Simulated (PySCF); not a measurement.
Hf(F)2(SH)2 (F₂H₂HfS₂), SMILES [F][Hf]([SH])([SH])[F], multiplicity 1.

Geometry: B3LYP-D3(BJ)/def2-SVP. The geometry has at least one imaginary mode, so it is a saddle point at that level. The spin state was assumed, not searched. The structure was generated by enumeration; whether it is a known compound was not checked. The def2 effective core potentials stand for the cores of Hf; spin–orbit coupling is left out. The values are those of a single conformer.

Calculation: ωB97X/def2-TZVP in PySCF.

Symmetry labels are those of the subgroup C2v that the program uses (full group C2v).

Computed valence orbital energies around the gap with their symmetry:
| orbital | symmetry | energy (eV) |
|---|---|---|
| HOMO−7 | A2 | -15.18 |
| HOMO−6 | B2 | -14.62 |
| HOMO−5 | A1 | -14.41 |
| HOMO−4 | B1 | -14.11 |
| HOMO−3 | A1 | -11.96 |
| HOMO−2 | B1 | -11.33 |
| HOMO−1 | B2 | -10.61 |
| HOMO | A2 | -10.51 |
| LUMO | A1 | -0.34 |
| LUMO+1 | A2 | 0.89 |
| LUMO+2 | A1 | 0.98 |
| LUMO+3 | B1 | 1.05 |
